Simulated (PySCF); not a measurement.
All of these have the formula C6H9PS. Method used: PySCF 2.14.0, density-fitted response routines, TDDFT CAM-B3LYP/def2-SVPD, vertical, gas phase, core orbitals frozen in the response. Geometries: GFN2-xTB; one conformer of each isolated species. Triplets are in the Tamm–Dancoff approximation.

A. `C#CP1CCSCC1`
B. `p1ccsc1C(C)C`
C. `C#CC[P@](C)(=S)C=C`
D. `CC1=C[P@H](=S)C(C)=C1`

Lowest singlet levels (six at most, fewer where fewer were computed) with oscillator strengths:

1. 4.90 eV (f 0.139); 5.24 eV (f 0.031); 5.40 eV (f 0.005); 5.80 eV (f 0.000); 6.21 eV (f 0.183); 6.35 eV (f 0.000); T1 3.01 eV
2. 3.80 eV (f 0.002); 4.02 eV (f 0.016); 4.53 eV (f 0.055); 5.90 eV (f 0.001); 6.01 eV (f 0.003); 6.05 eV (f 0.012); T1 2.66 eV
3. 5.37 eV (f 0.006); 5.45 eV (f 0.004); 5.88 eV (f 0.057); 6.14 eV (f 0.026); 6.44 eV (f 0.000); 6.45 eV (f 0.015); T1 4.80 eV
4. 5.20 eV (f 0.001); 5.30 eV (f 0.017); 5.90 eV (f 0.040); 5.98 eV (f 0.030); 6.34 eV (f 0.040); 6.43 eV (f 0.026); T1 4.38 eV

Question: Which spectrum belongs to which structure?

Answer: 1 = B, 2 = D, 3 = A, 4 = C.
- A: S1 at 5.37 eV, HOMO→LUMO (48%), HOMO-1→LUMO (31%); Löwdin shares by element: HOMO sulfur 52%, carbon 15% or more, phosphorus 10% (atoms not listed hold the other 22%); LUMO carbon 53% or more, phosphorus 17% (atoms not listed hold the other 30%); HOMO -7.60 and LUMO 1.00 eV; point group Cs, 1 of its 6 listed states under f = 0.0005.
- B: S1 at 4.90 eV, HOMO→LUMO (94%); Löwdin shares by element: HOMO carbon 42% or more, phosphorus 30%, sulfur 10% (atoms not listed hold the other 18%); LUMO carbon 36% or more, phosphorus 28%, sulfur 21% (atoms not listed hold the other 16%); HOMO -7.83 and LUMO -0.15 eV; point group Cs, 2 of its 6 listed states under f = 0.0005.
- C: S1 at 5.20 eV, HOMO-1→LUMO (94%); Löwdin shares by element: HOMO sulfur 73%, phosphorus 14%, carbon 4% or more; LUMO carbon 64% or more, phosphorus 8%, hydrogen 6% or more (atoms not listed hold the other 23%); HOMO -7.78 and LUMO 0.31 eV.
- D: S1 at 3.80 eV, HOMO→LUMO (93%); Löwdin shares by element: HOMO sulfur 63%, carbon 15% or more, phosphorus 11%; LUMO carbon 66% or more (atoms not listed hold the other 34%); HOMO -7.73 and LUMO -0.82 eV.
